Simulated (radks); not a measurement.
Values are calculated unless marked as measured or tabulated.
Problem. Mean orbital radii <r> (bohr) of the arsenic ion As+, [Ar] 3d10 4s2 4p2, of relativity; Dirac values are averaged over j with weights 2j + 1. Spin-unpolarised spherical Kohn-Sham, BLYP, point nucleus unless stated (finite: rms radius 4.0968 fm), a radial shooting solver on a logarithmic mesh with Libxc functionals. A level marked "c x" has the speed of light scaled by that factor and shares open shells by 2j + 1; other Dirac levels either fill j = l - 1/2 first or share by 2j + 1.

| shell | non-rel. |
|---|---|
| 1s | 0.04638 |
| 2s | 0.2067 |
| 2p | 0.1788 |
| 3s | 0.6094 |
| 3p | 0.6219 |
| 3d | 0.6746 |
| 4s | 1.901 |
| 4p | 2.326 |

Give the values at the level "Dirac, c x 0.75".

Solution. 
shell  Dirac, c x 0.75  change of magnitude (%)
1s             0.04479                    -3.43
2s              0.1992                    -3.64
2p              0.1758                    -1.69
3s              0.5895                    -3.26
3p              0.6134                    -1.37
3d              0.6805                    +0.87
4s               1.847                    -2.86
4p               2.315                    -0.51
